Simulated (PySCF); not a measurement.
Gas-phase reaction: 2 GeF3 + 3 CH2F2 → 2 GeHF3 + 6 F + C3H4 (cyclic)

Energies from PySCF, thermal terms from the rigid-rotor harmonic-oscillator model, ideal gas at 1 bar. † marks an energy on the PBE0/def2-TZVP geometry and frequencies; other levels use their own. MP2 and CCSD(T) freeze the core. Open shells (unrestricted): GeF3 (multiplicity 2), F (multiplicity 2); the rest are closed-shell singlets. Spin-orbit splitting is ignored; it lowers the true energy and changes the entropy of F. B3LYP is the form with VWN-RPA correlation. Ge: all electrons, no relativistic terms. GeF3, GeHF3: computed as isolated molecules; such fragments, hydroxides, amides, oligomers or adducts are transient or little studied in the gas. MP2 isn't extrapolated to the basis-set limit. CCSD(T) isn't extrapolated to the basis-set limit.

```csv
level,"ΔH°(298 K), kJ"
B3LYP/def2-TZVP†,?
CCSD(T)/def2-SVP†,1657
MP2/def2-TZVPP†,?
PBE/def2-SVP,2017
PBE0/def2-QZVP†,1819
r2SCAN/def2-TZVP†,?
LDA/def2-TZVP†,2364
ωB97M-V/def2-TZVP†,?
```

Q: Some entries are withheld; supply them.

A: 
- B3LYP/def2-TZVP†, ΔH°(298 K), kJ: 1825
- MP2/def2-TZVPP†, ΔH°(298 K), kJ: 1882
- r2SCAN/def2-TZVP†, ΔH°(298 K), kJ: 1854
- ωB97M-V/def2-TZVP†, ΔH°(298 K), kJ: 1832
